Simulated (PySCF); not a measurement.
Species: C₇H₆FO₂ (doublet state).
Z-matrix (Å and degrees, GFN2-xTB geometry), rows numbered from 1:
```
C 
C   1  1.4739
C   2  1.3847  1  126.60
C   3  1.4002  2  125.81  1    -0.53
C   4  1.4309  3  123.45  2  -179.39
O   5  1.2088  4  125.62  3   179.62
O   5  1.3913  4  116.94  3    -0.39
C   7  1.3362  5  120.80  4     0.20
C   8  1.3413  7  123.16  5     0.04
F   9  1.3489  3  118.81  2    -0.26
H   1  1.0849  2  112.89  3    -7.61
H   1  1.0928  2  109.53  3   113.77
H   1  1.0911  2  109.77  3  -129.82
H   2  1.0812  1  116.20  3  -179.31
H   4  1.0769  3  121.35  2     0.17
H   8  1.0807  7  113.57  5   179.89
```

The hyperfine couplings belong to this conformer and change with its torsions.

The species is `C[CH]c1cc(=O)occ1F` [radical].

Theory: UKS B3LYP, pcH-1 on C F H O, non-relativistic, mean-field spin-orbit, GIAO in PySCF. The structure is a single GFN2-xTB conformer in the gas phase; no vibrational or solvent corrections. Couplings are sensitive to structure, and on GFN2-xTB geometries they can be far from those on DFT ones. No stability test was run, so a lower SCF solution isn't excluded. ⟨S²⟩ is 0.778 where a pure state has 0.75.

The Mulliken spin populations are largest on C2 (+0.65), C4 (+0.51), C3 (-0.19) and O6 (+0.12). The angles at C2 add up to 360.0°, so it is planar; its axial dipolar tensor and the negative coupling of its proton fit spin in a p orbital normal to that plane.

(1) McConnell's relation a(H) = Q·ρ ties the coupling of a proton on a planar π carbon to the spin population of that carbon. What Q do the computed values give?

(2) List the C–H protons on four-coordinate carbons next to a three-coordinate spin centre, with their couplings and θ (C–H bond against the normal to the plane of the centre's neighbours, projected along the bond that joins the two).

(3) What would the freely rotating methyl group on C1 show?

## Answers

(1) 
| H | C | ρ(C) | a(H) (G) | a/ρ (G) |
| --- | --- | --- | --- | --- |
| H14 | C2 | +0.651 | -14.86 | -22.8 |
| H15 | C4 | +0.513 | -11.31 | -22.1 |

A least-squares line through the origin gives Q = -22.5 G with Mulliken populations. In McConnell's picture π spin on carbon polarises the C–H bond and leaves opposite spin at the proton, which makes Q negative, as found here.

(2) 
```
β H  on  centre  θ (°)  cos²θ   a (G)
H11  C1      C2     83   0.02   +1.05
H12  C1      C2     24   0.83  +29.38
H13  C1      C2     39   0.60  +21.71
```

Fitting the Heller–McConnell form a = ρ(B0 + B2 cos²θ), with Mulliken ρ = 0.65, gives B0 = 0.9 G and B2 = 53.5 G, with a largest miss of 0.4 G. By this fit the coupling would be 35.4 G at θ = 0° and 0.6 G at 90°.

(3) Three equal couplings, a 1:3:3:1 quartet. The mean of the three values of this geometry estimates the splitting: 17.4 G, or 48.7 MHz (three bonds 120° apart have a mean cos²θ of 1/2 at any torsion).

Couplings in gauss use g_iso = 2.0034.

Time: 1.8 min of wall time (with the writing of density and orbital grids); peak memory 1.1 GiB. Hardware: one thread, Arm Neoverse V1 (aarch64) (shared host).
